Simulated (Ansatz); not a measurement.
GaH5OSSi (`[SiH3][O][GaH][SH]`). The species carries charge 0 and has multiplicity 1. The geometry is a stationary point of PBE0-D4/def2-TZVP. It is one conformer, not always the lowest.

```xyz
9

Si    1.438    0.279   -0.424
O    -0.100    0.796   -0.561
Ga   -1.734    0.366    0.002
S    -1.897   -1.392    1.301
H     2.280    1.340    0.190
H     1.526   -0.939    0.438
H     1.983   -0.064   -1.764
H    -2.921    1.247   -0.453
H    -0.575   -1.634    1.271
```

(1) What is the dipole moment at r2SCAN/def2-TZVPP? (Best estimate.)

(2) And with PBE, B3LYP, ωB97M-V? (Best estimate.)

(3) Give the Mulliken charges with r2SCAN, ωB97M-V, PBE in def2-TZVPP. (Estimate.)

## Answers

(1) The calculation gave: 0.35 D, with components (-0.31, 0.16, -0.07) D in this frame, pointing from negative to positive charge.

(2) Computed: PBE 0.34 D, B3LYP 0.37 D, ωB97M-V 0.45 D.

(3) Computed: 
| atom | r2SCAN | ωB97M-V | PBE |
| --- | --- | --- | --- |
| Si1 | 0.45 | 0.31 | 0.33 |
| O2 | -0.45 | -0.44 | -0.34 |
| Ga3 | 0.44 | 0.39 | 0.35 |
| S4 | -0.27 | -0.26 | -0.25 |
| H5 | -0.09 | -0.05 | -0.07 |
| H6 | -0.10 | -0.06 | -0.08 |
| H7 | -0.09 | -0.05 | -0.07 |
| H8 | -0.02 | 0.01 | 0.00 |
| H9 | 0.12 | 0.13 | 0.13 |

B3LYP here is the variant with VWN-RPA as its local correlation; programs differ in this.
